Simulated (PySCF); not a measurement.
Molfile (atoms numbered from 1):
```
C7H12BF
     RDKit          3D

 21 21  0  0  0  0  0  0  0  0999 V2000
    2.8867    0.7471   -1.1294 C   0  0  0  0  0  0  0  0  0  0  0  0
    2.2330    0.4173   -0.0146 C   0  0  0  0  0  0  0  0  0  0  0  0
    1.1799   -0.6406    0.0836 C   0  0  0  0  0  0  0  0  0  0  0  0
   -0.2133   -0.0823    0.3713 C   0  0  2  0  0  0  0  0  0  0  0  0
   -1.3081   -1.1348    0.6146 C   0  0  0  0  0  0  0  0  0  0  0  0
   -2.6459   -0.4252    0.2108 B   0  0  0  0  0  0  0  0  0  0  0  0
   -2.2579    0.9360   -0.4721 C   0  0  0  0  0  0  0  0  0  0  0  0
   -0.7699    0.7875   -0.7584 C   0  0  2  0  0  0  0  0  0  0  0  0
   -0.6342    0.0921   -1.9554 F   0  0  0  0  0  0  0  0  0  0  0  0
    3.6388    1.5405   -1.1380 H   0  0  0  0  0  0  0  0  0  0  0  0
    2.6883    0.2335   -2.0761 H   0  0  0  0  0  0  0  0  0  0  0  0
    2.4531    0.9665    0.9113 H   0  0  0  0  0  0  0  0  0  0  0  0
    1.4425   -1.3479    0.8900 H   0  0  0  0  0  0  0  0  0  0  0  0
    1.1365   -1.2196   -0.8529 H   0  0  0  0  0  0  0  0  0  0  0  0
   -0.1563    0.5718    1.2623 H   0  0  0  0  0  0  0  0  0  0  0  0
   -1.2702   -1.6281    1.5978 H   0  0  0  0  0  0  0  0  0  0  0  0
   -1.2071   -1.9536   -0.1310 H   0  0  0  0  0  0  0  0  0  0  0  0
   -3.7651   -0.8361    0.4126 H   0  0  0  0  0  0  0  0  0  0  0  0
   -2.8409    1.2847   -1.3373 H   0  0  0  0  0  0  0  0  0  0  0  0
   -2.4035    1.6950    0.3248 H   0  0  0  0  0  0  0  0  0  0  0  0
   -0.2197    1.7350   -0.8810 H   0  0  0  0  0  0  0  0  0  0  0  0
  1  2  2  0
  2  3  1  0
  3  4  1  0
  4  5  1  0
  5  6  1  0
  6  7  1  0
  7  8  1  0
  8  9  1  0
  8  4  1  0
  1 10  1  0
  1 11  1  0
  2 12  1  0
  3 13  1  0
  3 14  1  0
  4 15  1  1
  5 16  1  0
  5 17  1  0
  6 18  1  0
  7 19  1  0
  7 20  1  0
  8 21  1  6
M  END
```

Geometry: PBE0-D3(BJ)/def2-SVP; GIAO shifts from PySCF 2.14, gas phase, non-relativistic, averaged over equivalent atoms.

At PBE0/pcSseg-1 (213 basis functions, 79 s wall time on 1 thread of an Arm Neoverse N1, shared host):
| atoms | δ (ppm) |
| --- | --- |
| C2 | 146.8 |
| C1 | 125.6 |
| C8 | 96.2 |
| C4 | 47.2 |
| C7 | 40.7 |
| C3 | 38.7 |
| C5 | 36.7 |
| B6 | 93.5 |
| F9 | -221.5 |
| H18 | 8.02 |
| H12 | 6.04 |
| H11 | 5.57 |
| H10 | 5.42 |
| H21 | 5.09 |
| H19 | 2.41 |
| H14 | 2.40 |
| H13 | 2.29 |
| H16 | 1.89 |
| H15 | 1.44 |
| H17 | 1.03 |
| H20 | 0.75 |

Referencing at the same level of theory: ¹³C (σ = 184.41 ppm) and ¹H (σ = 31.27 ppm) against TMS; BF3·OEt2 for ¹¹B (σ = 100.73 ppm); ¹⁹F (σ = 177.25 ppm) against CFCl3.

Problem. Predict the values at wB97X-D/pcSseg-1 on the same geometry.

Solution. 
| atoms | δ at wB97X-D/pcSseg-1 | change |
| --- | --- | --- |
| C2 | 147.2 | +0.4 |
| C1 | 126.5 | +0.9 |
| C8 | 96.1 | -0.1 |
| C4 | 46.8 | -0.4 |
| C7 | 39.1 | -1.6 |
| C3 | 37.8 | -0.9 |
| C5 | 34.8 | -1.9 |
| B6 | 89.3 | -4.2 |
| F9 | -216.0 | +5.5 |
| H18 | 7.77 | -0.25 |
| H12 | 6.00 | -0.04 |
| H11 | 5.58 | +0.01 |
| H10 | 5.41 | -0.01 |
| H21 | 5.03 | -0.06 |
| H19 | 2.31 | -0.10 |
| H14 | 2.37 | -0.03 |
| H13 | 2.20 | -0.09 |
| H16 | 1.79 | -0.10 |
| H15 | 1.36 | -0.08 |
| H17 | 0.96 | -0.07 |
| H20 | 0.67 | -0.08 |

Referencing at the same level of theory: TMS for ¹³C (184.54 ppm) and ¹H (31.38 ppm); ¹¹B (101.61 ppm) vs BF3·OEt2; CFCl3 for ¹⁹F (187.16 ppm).

The largest change is at F9 (fluorine on an sp3 carbon). Cost: 213 basis functions, 95 s wall time on 1 thread of an Arm Neoverse N1, shared host. The order of the carbon signals is the same at both levels.

A carbon bonded to boron is broadened by the quadrupolar boron nucleus and is often missing from a measured spectrum. Unscaled 19F shifts against computed CFCl3 carry errors that often reach 10 to 50 ppm.
